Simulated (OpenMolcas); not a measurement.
**Multiplet structure of Co3+**

```yaml
Program: OpenMolcas
Method: CASSCF
Basis: ANO-RCC-VTZP [6s5p3d2f1g]
Scalar_Hamiltonian: DKH2, point nucleus
Active_space: 6 electrons in 10 orbitals (3d 4d)
State_averaging: 2S+1 = 5 even, 5 roots; 2S+1 = 3 even, 45 roots; 2S+1 = 1 even, 44 roots
Spin-orbit_coupling: state interaction with AMFI integrals over the reference wave functions, term energies averaged over their components
```

With spin-orbit coupling, above the lowest level:

```tsv
Configuration	Term	J	E (cm-1)	Measured (cm-1)	g	Term weight %
3d6	5D	4	0.0	0.0	1.501	100
3d6	5D	3	606	639	1.501	100
3d6	5D	2	1029	1078	1.501	100
3d6	5D	1	1300		1.501	100
3d6	5D	0	1432	1494		100
3d6	3H	6	25603	23680	1.166	100
3d6	3H	5	25898	24032	1.036	99
3d6	3H	4	26106	24272	0.805	98
3d6	3P(1)	2	27925	22883	1.500	100
3d6	3F(1)	4	29154	25396	1.236	93
3d6	3F(1)	3	29499	25736	1.070	96
3d6	3F(1)	2	29757	25969	0.667	100
3d6	3P(1)	1	29812	24729	1.499	100
3d6	3P(1)	0	30575	25449		99
3d6	3G	5	32196	29022	1.198	99
3d6	3G	4	32775	29592	1.058	94
3d6	3G	3	33004	29868	0.764	96
3d6	1I	6	38484	35943	1.001	100
3d6	1G(1)	4	40773	36683	1.001	99
3d6	3D	1	41142		0.501	100
3d6	3D	2	41192		1.167	99
3d6	3D	3	41388	36554	1.333	100
3d6	1S	0	47042	41442		99
3d6	1D	2	50467	42342	1.001	99
3d6	1F	3	57959	50630	1.001	99
3d6	3P(2)	0	66437	58321		100
3d6	3F(2)	2	66929	59749	0.666	100
3d6	3P(2)	1	67047	58920	1.501	100
3d6	3F(2)	4	67103	59838	1.250	100
3d6	3F(2)	3	67120	59903	1.083	99
3d6	3P(2)	2	68359	60098	1.500	100
3d6	1G(2)	4	76365	67907	1.001	100
```

Against the 28 measured excited levels shown (Sugar and Corliss, J. Phys. Chem. Ref. Data 10, 1097 (1981)) the mean absolute deviation is 4600 cm-1; the largest miss in energy is 3d6 1G4(2): computed 76365, measured 67907 cm-1 (+12.5 %), and the largest in proportion 3d6 3P2(1) (+22.0 %).

Spin-orbit coupling puts the lowest level 633 cm-1 below the lowest spin-free term.

A least-squares Racah fit to the terms below 60000 cm-1, each weighted by 2L + 1 and with a free common offset, gives B = 1302 cm-1 and C = 4994 cm-1 (C/B = 3.83), with an rms deviation of 78 cm-1.

For 5D the intervals divided by the larger J are -132.6, -135.4, -140.9, -151.6 cm-1. Landé's interval rule makes them equal in pure LS coupling; they differ by 14 % of their mean. The multiplet is inverted.

Without dynamic correlation excited terms often stand tens of per cent too high (terms of higher spin than the ground term too low), and those without a measured partner can miss by more than the paired ones. Active for correlation alone: 4d; no level in the range computed is led by a configuration that fills it, so any true level of that kind is missing. Measured partners are found by configuration, term and J. A level has none where our copy of the source lacks it or the pairing is in doubt (some pairs that miss far off the trend of their configuration count as doubtful), and it then counts in no deviation. Levels of configurations outside the active space are missing. The first state left out of the spin-orbit step lies near 100000 cm-1 above the lowest spin-free state of the reference (among the parities and spins computed), and the list stops at four fifths of that energy or lower.

The term weight is that of the spin-free term in the level, not the purity of its configuration. A number in round brackets counts repeated terms of one configuration in the order of the reference energies.
